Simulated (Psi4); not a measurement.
CH3O3Re, singlet, geometry from GFN2-xTB (such geometries of metal compounds can be far from the true shape) (core potentials on Re); BLYP/def2-SV(P) (Psi4).

Psi4 was given this input:
```
memory 2 GB

molecule mol {
0 1
  Re    0.068741   -0.126948   -0.062067
  O     1.204100    0.711414   -0.922509
  O     0.494307   -0.801485    1.385738
  O    -1.283206   -0.676701   -0.838121
  C    -0.890015    1.643635    0.803609
  H    -0.154888    2.195028    1.391063
  H    -1.713496    1.325200    1.443942
  H    -1.268722    2.273221   -0.002464
}

set basis def2-sv(p)
set reference rks
set dft_nuclear_scheme stratmann

energy('blyp')
print_variables()
```

It wrote (shortened):

```
   => Loading Basis Set <=

    Name: DEF2-SV(P)
    Role: ORBITAL
    Keyword: BASIS

    !!!  WARNING: ECP capability is in beta. Please check occupations closely.  !!!

         ---------------------------------------------------------
                                   SCF
               by Justin Turney, Rob Parrish, Andy Simmonett
                          and Daniel G. A. Smith
                              RKS Reference
         ---------------------------------------------------------

  ==> Geometry <==

    Molecular point group: c1
    Full point group: C1

    Geometry (in Angstrom), charge = 0, multiplicity = 1:

       Center              X                  Y                   Z               Mass
    ------------   -----------------  -----------------  -----------------  -----------------
         RE           0.046134558646    -0.085199149753    -0.041655520827   186.955750100000
         O            1.181493558646     0.753162850247    -0.902097520827    15.994914619570
         O            0.471700558646    -0.759736149753     1.406149479173    15.994914619570
         O           -1.305812441354    -0.634952149753    -0.817709520827    15.994914619570
         C           -0.912621441354     1.685383850247     0.824020479173    12.000000000000
         H           -0.177494441354     2.236776850247     1.411474479173     1.007825032230
         H           -1.736102441354     1.366948850247     1.464353479173     1.007825032230
         H           -1.291328441354     2.314969850247     0.017947479173     1.007825032230

  Running in c1 symmetry.

  Rotational constants: A =      0.12665  B =      0.11850  C =      0.11850 [cm^-1]
  Rotational constants: A =   3796.89901  B =   3552.64844  C =   3552.64769 [MHz]
  Nuclear repulsion =  229.098607330649031

  Charge       = 0
  Multiplicity = 1
  Electrons    = 48
  Nalpha       = 24
  Nbeta        = 24

  ==> Algorithm <==

  SCF Algorithm Type is DF.
  DIIS enabled.
  MOM disabled.
  Fractional occupation disabled.
  Guess Type is SAD.
  Energy threshold   = 1.00e-06
  Density threshold  = 1.00e-06
  Integral threshold = 1.00e-12

  ==> Primary Basis <==

  Basis Set: DEF2-SV(P)
    Blend: DEF2-SV(P)
    Number of shells: 41
    Number of basis functions: 87
    Number of Cartesian functions: 93
    Spherical Harmonics?: true
    Max angular momentum: 2

  Core potential: DEF2-SV(P)
    Number of shells: 4
    Number of ECP primitives: 10
    Number of ECP core electrons: 60
    Max angular momentum: 3

  ==> DFT Potential <==

   => LibXC <=

    Version 7.1.2
    S. Lehtola, C. Steigemann, M. J. T. Oliveira, and M. A. L. Marques,  SoftwareX 7, 1–5 (2018) (10.1016/j.softx.2017.11.002)

   => Composite Functional: BLYP <=

    BLYP GGA Exchange-Correlation Functional

    P.J. Stephens et. al., J. Phys. Chem., 98, 11623-11627, 1994
    B. Miehlich et. al., Chem. Phys. Lett., 157(3), 200-206 1989

    Deriv               =              1
    GGA                 =           TRUE
    Meta                =          FALSE

    Exchange Hybrid     =          FALSE
    MP2 Hybrid          =          FALSE

   => Exchange Functionals <=

    1.0000     XC_GGA_X_B88

   => Correlation Functionals <=

    1.0000     XC_GGA_C_LYP

   => LibXC Density Thresholds  <==

    XC_GGA_C_LYP:  1.00E-14
    XC_GGA_X_B88:  1.00E-15

   => Molecular Quadrature <=

    Radial Scheme          =       TREUTLER
    Pruning Scheme         =           NONE
    Nuclear Scheme         =      STRATMANN

    Blocking Scheme        =         OCTREE
    BS radius alpha        =              1
    Pruning alpha          =              1
    Radial Points          =             75
    Spherical Points       =            302
    Total Points           =         158999
    Total Blocks           =           1260
    Max Points             =            255
    Max Functions          =             85
    Weights Tolerance      =       1.00E-15

   => Loading Basis Set <=

    Name: (DEF2-SV(P) AUX)
    Role: JKFIT
    Keyword: DF_BASIS_SCF

  ==> Integral Setup <==

  SCF_SUBTYPE=INCORE selected. In-core MEM_DF algorithm will be used.
  Using in-core AOs.

  ==> MemDFJK: Density-Fitted J/K Matrices <==

    J tasked:                   Yes
    K tasked:                    No
    wK tasked:                   No
    Algorithm:                 Core
    Schwarz Cutoff:           1E-12
    Mask sparsity (%):       0.6342
    Fitting Condition:        1E-10

   => Auxiliary Basis Set <=

  Basis Set: (DEF2-SV(P) AUX)
    Blend: DEF2-UNIVERSAL-JKFIT
    Number of shells: 163
    Number of basis functions: 587
    Number of Cartesian functions: 769
    Spherical Harmonics?: true
    Max angular momentum: 6

  Minimum eigenvalue in the overlap matrix is 9.2069333778E-03.
  Reciprocal condition number of the overlap matrix is 1.7185825381E-03.
    Using symmetric orthogonalization.

  ==> Pre-Iterations <==

  SCF Guess: Superposition of Atomic Densities via on-the-fly atomic UHF (no occupation information).

   -------------------------
    Irrep   Nso     Nmo
   -------------------------
     A         87      87
   -------------------------
    Total      87      87
   -------------------------

  ==> Iterations <==

                           Total Energy        Delta E     RMS |[F,P]|

   @DF-RKS iter SAD:  -342.47796403966038   -3.42478e+02   0.00000e+00
   @DF-RKS iter   1:  -341.53883325392485    9.39131e-01   2.44763e-02 ADIIS/DIIS
   @DF-RKS iter   2:  -330.32321544693195    1.12156e+01   5.24731e-02 ADIIS/DIIS
   @DF-RKS iter   3:  -342.25642043712526   -1.19332e+01   2.06534e-02 ADIIS/DIIS
   @DF-RKS iter   4:  -342.03276716972005    2.23653e-01   2.25614e-02 ADIIS/DIIS
   @DF-RKS iter   5:  -343.63899228799153   -1.60623e+00   2.53933e-03 ADIIS/DIIS
   @DF-RKS iter   6:  -343.62020875308099    1.87835e-02   3.56311e-03 ADIIS/DIIS
   @DF-RKS iter   7:  -343.64949921561066   -2.92905e-02   1.88185e-03 ADIIS/DIIS
   @DF-RKS iter   8:  -343.66044646816442   -1.09473e-02   2.83943e-04 ADIIS/DIIS
   @DF-RKS iter   9:  -343.66068406655324   -2.37598e-04   1.10987e-04 ADIIS/DIIS
   @DF-RKS iter  10:  -343.66072507339453   -4.10068e-05   4.66453e-05 DIIS
   @DF-RKS iter  11:  -343.66073302539064   -7.95200e-06   6.13915e-06 DIIS
   @DF-RKS iter  12:  -343.66073314175270   -1.16362e-07   1.66787e-06 DIIS
   @DF-RKS iter  13:  -343.66073315077460   -9.02190e-09   1.57123e-07 DIIS
  Energy and wave function converged.

  ==> Post-Iterations <==

   Electrons on quadrature grid:
      Ntotal   =   47.9999873426 ; deviation = -1.266e-05

    Orbital Energies [Eh]
    ---------------------

    Doubly Occupied:

       1A    -18.825343     2A    -18.825180     3A    -18.825178
       4A     -9.958888     5A     -3.211216     6A     -1.824437
       7A     -1.824436     8A     -1.795205     9A     -0.894090
      10A     -0.851035    11A     -0.851034    12A     -0.643880
      13A     -0.437209    14A     -0.437209    15A     -0.425477
      16A     -0.425475    17A     -0.394522    18A     -0.373421
      19A     -0.373420    20A     -0.328947    21A     -0.326183
      22A     -0.293383    23A     -0.293383    24A     -0.292982

    Virtual:

      25A     -0.129140    26A     -0.129139    27A     -0.095199
      28A      0.002496    29A      0.020440    30A      0.020442
      31A      0.036473    32A      0.060945    33A      0.060946
      34A      0.094831    35A      0.094832    36A      0.140280
      37A      0.238854    38A      0.289192    39A      0.289198
      40A      0.306220    41A      0.311670    42A      0.311684
      43A      0.453241    44A      0.475346    45A      0.475348
      46A      0.554372    47A      0.621185    48A      0.621186
      49A      0.648655    50A      0.899559    51A      0.934374
      52A      0.934376    53A      0.948523    54A      0.993034
      55A      0.993037    56A      1.012615    57A      1.012617
      58A      1.013804    59A      1.065596    60A      1.161543
      61A      1.161550    62A      1.303685    63A      1.396163
      64A      1.396168    65A      1.485019    66A      1.645245
      67A      1.645247    68A      1.908533    69A      2.052307
      70A      2.052308    71A      2.425107    72A      2.476174
      73A      2.476180    74A      2.480545    75A      2.500568
      76A      2.500569    77A      2.545428    78A      2.545432
      79A      2.549274    80A      2.599958    81A      2.628505
      82A      2.628506    83A      2.967925    84A      3.014080
      85A      3.014082    86A     64.386156    87A    503.651301

    Final Occupation by Irrep:
              A
    DOCC [    24 ]
    NA   [    24 ]
    NB   [    24 ]

  @DF-RKS Final Energy:  -343.66073315077460

   => Energetics <=

    Nuclear Repulsion Energy =            229.0986073306490312
    One-Electron Energy =                -950.9257228087244584
    Two-Electron Energy =                 418.8834882695979900
    DFT Exchange-Correlation Energy =     -40.7171059422970885
    Empirical Dispersion Energy =           0.0000000000000000
    VV10 Nonlocal Energy =                  0.0000000000000000
    Total Energy =                       -343.6607331507746039

Computation Completed

Properties will be evaluated at   0.000000,   0.000000,   0.000000 [a0]

Properties computed using the SCF density matrix

 Multipole Moments:

 ------------------------------------------------------------------------------------
     Multipole            Electronic (a.u.)      Nuclear  (a.u.)        Total (a.u.)
 ------------------------------------------------------------------------------------

 L = 1.  Multiply by 2.5417464519 to convert [e a0] to [Debye]
 Dipole X            :          9.5725978           -9.8446836           -0.2720857
 Dipole Y            :        -17.6782538           18.1806919            0.5024380
 Dipole Z            :         -8.6432593            8.8889032            0.2456439
 Magnitude           :                                                    0.6219450

 ------------------------------------------------------------------------------------

  Variable Map:
  ----------------------------------------------------------------------------
  "CURRENT ENERGY"              =>    -343.660733150775
  "CURRENT REFERENCE ENERGY"    =>    -343.660733150775
  "DD SOLVATION ENERGY"         =>       0.000000000000
  "DFT FUNCTIONAL TOTAL ENERGY" =>    -343.660733150775
  "DFT TOTAL ENERGY"            =>    -343.660733150775
  "DFT VV10 ENERGY"             =>       0.000000000000
  "DFT XC ENERGY"               =>     -40.717105942297
  "GRID ELECTRONS ALPHA"        =>      23.999993671312
  "GRID ELECTRONS BETA"         =>      23.999993671312
  "GRID ELECTRONS TOTAL"        =>      47.999987342624
  "NUCLEAR REPULSION ENERGY"    =>     229.098607330649
  "ONE-ELECTRON ENERGY"         =>    -950.925722808724
  "PCM POLARIZATION ENERGY"     =>       0.000000000000
  "PE ENERGY"                   =>       0.000000000000
  "SCF ITERATION ENERGY"        =>    -343.660733150775
  "SCF ITERATIONS"              =>      13.000000000000
  "SCF TOTAL ENERGY"            =>    -343.660733150775
  "TWO-ELECTRON ENERGY"         =>     418.883488269598
  "XC GRID RADIAL POINTS"       =>      75.000000000000
  "XC GRID SPHERICAL POINTS"    =>     302.000000000000
  "XC GRID TOTAL POINTS"        =>  158999.000000000000

  Array Variable Map:
  ----------------------------------------------------------------------------
  "CURRENT DIPOLE"              =>      -0.272085722436 ... 0.245643929472 1 by 3
  "SCF DIPOLE"                  =>      -0.272085722436 ... 0.245643929472 1 by 3
  "SCF TOTAL ENERGIES"          =>    -342.477964039660 ... -343.660733150775 1 by 14
```
